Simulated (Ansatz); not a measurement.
Ansatz (a program for electronic structure) input (PBE-QIDH/def2-TZVPD):

Ansatz 0.2 input:
```yaml
crystal:
  periodic: [false, false, false]
  atoms:
    - {symbol: N, position_ang: [-1.46635335, -0.88765878, 0.34812585]}
    - {symbol: Al, position_ang: [0.00033333, 0.02636049, 0.00616624]}
    - {symbol: N, position_ang: [1.44658031, -0.67606095, -0.71391097]}
    - {symbol: F, position_ang: [0.02073195, 1.63955393, 0.38352424]}
    - {symbol: H, position_ang: [-1.60141416, -1.86847232, 0.16554185]}
    - {symbol: H, position_ang: [-2.29462604, -0.48894880, 0.75966519]}
    - {symbol: H, position_ang: [1.55706213, -1.63903808, -0.98601822]}
    - {symbol: H, position_ang: [2.28646853, -0.15617442, -0.91057233]}
basis:
  gaussian:
    orbitals: def2-TZVPD
hamiltonian:
  xc: {name: PBE-QIDH}
magnetization: {spin_polarized: false}
correlation: {electrons: outside_noble_gas}
```

Output:

```
Functional definition: PBE-QIDH
integrals: 0.26 GiB planned
1307 factors; integrals over basis functions are off by at most 1.6e-3 eV
0.30 GiB of the device are held for the grids
1.05 GiB of device memory are held for the factors and their scratch space
mean field: 1.03 GiB planned
mean field evaluation 1: about -12338.8238 eV, gradient 6.5e1 eV
mean field evaluation 2: about -12338.8694 eV, gradient 6.6e1 eV
mean field evaluation 4: about -12346.2939 eV, gradient 2.2e0 eV
mean field evaluation 8: about -12346.3164 eV, gradient 3.2e-1 eV
mean field evaluation 16: about -12346.3166 eV, gradient 2.1e-5 eV
mean field -12346.31662365 eV, -453.7187672853 hartree, gradient 4.3e-6 eV, S^2 0.000000; 0 other end points of the search recorded, 0 dependent functions left out
8 core orbitals not correlated
reference -12346.31664031 eV, -453.7187678976 hartree; 12, 12 occupied and 173, 173 virtual orbitals, 1307 factors
second order -22.81266807 eV of doubles, -0.00000000 eV of singles
Total energy: -12353.92086300 eV, -453.9982179271 hartree
```
